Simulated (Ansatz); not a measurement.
The same molecule with X = B, Al, Ga. Ansatz, PBE0-D4/def2-TZVP geometries, multiplicity 2.

Scalar relativity is left out up to krypton.

```
 X      molecule  mean X–H bond length / Å  mean X–O bond length / Å  zero-point energy (PBE0-D4/def2-TZVP) / kJ/mol  size of the dipole moment (PBE/def2-TZVPP) / D  size of the dipole moment (B3LYP/def2-TZVPP) / D
 B       `B[O]`•                     1.211                     1.281                                            52.7                                            1.63                                              1.54
Al  `[O][AlH2]`•                     1.578                     1.727                                            38.4                                            2.06                                              1.80
```

Question: Give the row for X = Ga, `[O][GaH2]`•. (Best estimate.)

Answer: Ansatz gave: 
```csv
X,molecule,mean X–H bond length / Å,mean X–O bond length / Å,zero-point energy (PBE0-D4/def2-TZVP) / kJ/mol,size of the dipole moment (PBE/def2-TZVPP) / D,size of the dipole moment (B3LYP/def2-TZVPP) / D
Ga,`[O][GaH2]`•,1.556,1.794,38.3,2.16,2.08
```

From B to Ga the mean X–H bond length isn't monotonic: highest at Al, lowest at B; the mean X–O bond length rises at each step, by 0.513 Å in all; the zero-point energy (PBE0-D4/def2-TZVP) falls at each step, by 14.4 kJ/mol in all. Dipoles are sizes alone, and their direction can turn along the series.

B3LYP here is the variant with VWN-RPA as its local correlation; programs differ in this.
